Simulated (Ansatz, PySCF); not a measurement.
Gas-phase reaction in SMILES: COC=O + C (CH4) + O (H2O) -> C=O (CH2O) + 2 CO (CH4O) [methanol]
Geometries: B3LYP-D3(BJ)/def2-TZVP minima from Ansatz (a program for electronic structure), one conformer each, not searched for the lowest.
Geometry of the first species:
```xyz
8

C     -0.9314    -0.0909     0.0015
O     -0.7248    -1.2718    -0.0191
O      0.0010     0.8677     0.0146
H     -1.9259     0.3745     0.0125
C      1.3667     0.4114     0.0025
H      1.9749     1.3108     0.0157
H      1.5676    -0.2028     0.8792
H      1.5619    -0.1729    -0.8956
```

Quantity: bond separation energy (enthalpy at 298 K, with B3LYP-D3(BJ) rigid-rotor harmonic-oscillator terms from PySCF), in kcal/mol. Cores are frozen in the correlated levels unless marked. Spin-orbit coupling is left out. Non-relativistic. CBS(X,Y): correlation extrapolated as X^-3; Hartree-Fock from the larger set. [CCSD(T)-MP2]/basis is that difference in the basis named.

From measured enthalpies of formation at 298 K: 39.1 kcal/mol (COC=O -85.5, ATcT 1.112; C (CH4) -17.8, ATcT 1.112; C=O (CH2O) -26.1, ATcT 1.112; CO (CH4O) -48.0, ATcT 1.112; O (H2O) -57.8, ATcT 1.112). It holds spin-orbit effects, and any other conformers, which the calculations lack, and core correlation, which the frozen-core levels lack.

```json
[
 {"level": "HF/6-31G*", "program": "Ansatz", "bond separation energy (kcal/mol)": "36.8", "error against measurement": "-2.3"},
 {"level": "RI-MP2/cc-pVTZ", "program": "Ansatz", "bond separation energy (kcal/mol)": "40.7", "error against measurement": "1.6"},
 {"level": "CCSD/cc-pVDZ", "program": "Ansatz", "bond separation energy (kcal/mol)": "36.9", "error against measurement": "-2.2"},
 {"level": "CCSD(T)/6-31G", "program": "Ansatz", "bond separation energy (kcal/mol)": "35.9", "error against measurement": "-3.2"},
 {"level": "CCSD(T)/cc-pVDZ", "program": "PySCF", "bond separation energy (kcal/mol)": "38.0", "error against measurement": "-1.1"},
 {"level": "CCSD(T)/cc-pwCVTZ", "program": "Ansatz", "bond separation energy (kcal/mol)": "38.7", "error against measurement": "-0.4"},
 {"level": "RI-MP2/CBS(aug-cc-pVTZ,aug-cc-pVQZ)+[CCSD(T)-MP2]/aug-cc-pVTZ", "program": "Ansatz", "bond separation energy (kcal/mol)": "38.5", "error against measurement": "-0.6"}
]
```
